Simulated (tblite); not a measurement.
C₇H₁₃OP.
Geometry (GFN2-xTB, Å), atoms numbered from 1 in this order:
```xyz
22
C7H13OP angstrom
C      3.5578    1.7407   -0.5151
C      3.0489    0.7535   -0.0670
C      2.4034   -0.4263    0.4498
P      0.5708   -0.1102    0.7460
C      0.1193   -1.8730    1.0796
C      0.0931   -0.0010   -1.0602
C     -1.2772    0.6538   -1.0938
O     -1.9999    0.0956   -0.0198
C     -3.2297    0.7231    0.2251
H      4.0213    2.6008   -0.8964
H      2.8508   -0.6967    1.4106
H      2.5317   -1.2591   -0.2502
H     -0.9628   -1.9607    1.0552
H      0.5613   -2.5464    0.3453
H      0.4717   -2.1407    2.0749
H      0.0568   -1.0001   -1.5001
H      0.8231    0.6060   -1.5980
H     -1.8031    0.4792   -2.0457
H     -1.1801    1.7401   -0.9502
H     -3.0932    1.7845    0.4655
H     -3.8948    0.6414   -0.6437
H     -3.6798    0.2148    1.0755
```

Method: GFN2-xTB as coded in tblite; computed harmonic values from a numerical Hessian at the method's own geometry, unscaled. The method is semi-empirical: single wavenumbers can be off by several per cent or more. One conformer, not necessarily the lowest.

Harmonic wavenumbers (cm⁻¹): 44.4, 58.1, 81.1, 95.6, 122.9, 167.6, 171.3, 209.0, 221.9, 244.4, 297.0, 307.8, 330.2, 389.7, 504.8, 618.2, 635.6, 686.9, 713.7, 724.8, 772.1, 815.7, 875.5, 889.6, 963.3, 990.3, 1010.0, 1059.6, 1105.8, 1121.3, 1131.1, 1138.3, 1181.4, 1186.4, 1205.3, 1249.1, 1312.7, 1341.5, 1403.2, 1407.0, 1426.5, 1443.2, 1455.6, 1468.6, 1487.7, 1495.4, 2285.4, 2841.9, 2880.0, 2898.8, 2905.0, 2921.9, 2940.1, 2949.8, 2974.1, 2977.6, 3004.9, 3028.0, 3045.9, 3397.0.

A = 2376, B = 763.3, C = 639.3 MHz; mass 144.070 u (most abundant isotopes); point group C1, symmetry number 1.

Problem. What is the zero-point energy?

Solution. Half the sum of the wavenumbers: 39306 cm⁻¹ = 470.20 kJ/mol.

Problem. What is S at 350 K and 1 bar for an ideal gas of classical rigid rotors and harmonic oscillators?

Solution. Translation 174.18, rotation 127.55, vibration 193.51: S = 495.2 J/(mol K).

Problem. And Cp and H(350 K) − H(0)?

Solution. Cp = 215.03 J/(mol K), of which vibrations give 181.77 (their classical limit is 60 R = 498.9); H(350 K) − H(0) = 45.88 kJ/mol without the zero-point energy, 34.24 from vibrations.

Problem. Which modes carry the vibrational entropy at 350 K?

Solution. 44.4 cm⁻¹: 22.47; 58.1 cm⁻¹: 20.24; 81.1 cm⁻¹: 17.49; 95.6 cm⁻¹: 16.13; 122.9 cm⁻¹: 14.08; 167.6 cm⁻¹: 11.57 J/(mol K); the other 54 give 91.53 together.

Problem. What must be added to the electronic energy to get the Gibbs energy at 350 K and 1 bar?

Solution. ZPE + [H(350 K) − H(0)] − T·S = 470.20 + 45.88 − 173.33 = 342.75 kJ/mol.

Problem. How do the functions run with temperature in this model?

Solution. 
```tsv
T (K)	S (J/(mol K))	Cp (J/(mol K))	H − H(0) (kJ/mol)	G − H(0) (kJ/mol)	ln q(vib)
50	256.0	65.4	2.30	-10.50	0.75
100	312.3	99.0	6.45	-24.77	2.52
298.15	462.7	191.2	35.35	-102.61	9.75
373.15	509.3	225.3	50.98	-139.08	12.28
500	582.6	275.9	82.88	-208.40	16.41
750	709.1	348.0	161.51	-370.32	24.05
1000	816.3	396.5	254.94	-561.34	31.03
```

q(vib) and H(0) count from the zero-point level.

Hindered rotation and anharmonicity are outside this model. Other conformers, if any are populated, would add a mixing term that is left out. The structure is chiral; the term R ln 2 for an equal mix with its mirror image is left out.
